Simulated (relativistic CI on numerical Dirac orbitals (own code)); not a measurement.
# The 1-electron sequence from Sc20+ to Zr39+

These numbers are calculated, not measured: Dirac equation for one electron, model QED (radiative potential, 1s self-energy scaled to tabulated hydrogen-like ionisation energies) (own radial code, finite nucleus).

CI space: 1s, 2s, 2p, 3s, 3p, 3d. Levels of other configurations are missing.

Energies above each ion's lowest level, in eV. Levels are followed by their leading LS label, which can pass from one level to another where the coupling changes.

```tsv
Ion	1s 2S_1/2	2p 2P°_1/2	2s 2S_1/2	2p 2P°_3/2	3p 2P°_1/2
Sc20+	0	4522.6	4522.9	4531.6	5363.1
Ti21+	0	4966.1	4966.4	4976.9	5889.4
V22+	0	5430.7	5431.1	5443.6	6440.7
Cr23+	0	5916.5	5916.9	5931.9	7017.3
Mn24+	0	6423.6	6424.1	6441.7	7619.1
Fe25+	0	6952	6952.6	6973.2	8246.4
Co26+	0	7501.8	7502.5	7526.5	8899.2
Ni27+	0	8073.1	8073.9	8101.8	9577.6
Cu28+	?	?	?	?	?
Zn29+	0	9280.7	9281.6	9318.5	11012
Ga30+	0	9917	9918.1	9960.3	11768
Ge31+	0	10575	10576	10625	12550
As32+	0	11256	11257	11311	13358
Se33+	0	11958	11959	12021	14193
Br34+	0	12682	12684	12753	15054
Kr35+	0	13429	13431	13509	15942
Rb36+	0	14199	14201	14288	16857
Sr37+	0	14991	14993	15090	17799
Zr39+	0	16643	16645	16765	19764
```

(1) Fill in the row of Cu28+.

The lowest level keeps the configuration 1s and J = 1/2 throughout.

Between Z = 36 and 40 the energy of 2p 2P°_1/2 follows a local power law Z^2.0. For orientation: electrostatic splittings inside a shell grow about linearly with the screened charge, excitations that change n as its square, and fine structure as its fourth power; written in Z itself the exponents are larger, since the screened charge grows faster in proportion.

Answers

(1) 1s 2S_1/2 0, 2p 2P°_1/2 8666, 2s 2S_1/2 8666.9, 2p 2P°_3/2 8699.1, 3p 2P°_1/2 10282 (eV).
